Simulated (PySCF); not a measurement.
Excitations are Tamm–Dancoff values on a coarser integration grid. The basis has no diffuse functions, so Rydberg states are missing or too high.

Cartesian coordinates (Å):
SMILES: c1(cscc1)B
```xyz
11

B      1.9114    -0.1461    -0.0538
C      0.4077     0.0740     0.0033
C     -0.6121    -0.9269    -0.1188
C     -1.8686    -0.4335    -0.0281
S     -1.8535     1.2665     0.2094
C     -0.1611     1.3144     0.1864
H      2.3600    -1.2389    -0.2144
H      2.6525     0.7806     0.0628
H     -0.3942    -1.9744    -0.2691
H     -2.8034    -0.9658    -0.0859
H      0.3613     2.2500     0.3082
```
Charge 0, spin multiplicity 1.

Q: What is the computed HOMO, total energy, S1–T1 gap (TDA), S1 oscillator strength and HOMO–LUMO gap (PBE-D3(BJ)/def2-TZVP // CAM-B3LYP-D3(BJ)/def2-TZVP (PySCF))?

A: 
The HOMO is -6.31 eV and the total energy is -578.1187 Ha. The S1–T1 gap (TDA) comes out as 0.88 eV, the S1 oscillator strength is 0.009 and the HOMO–LUMO gap is 3.58 eV.
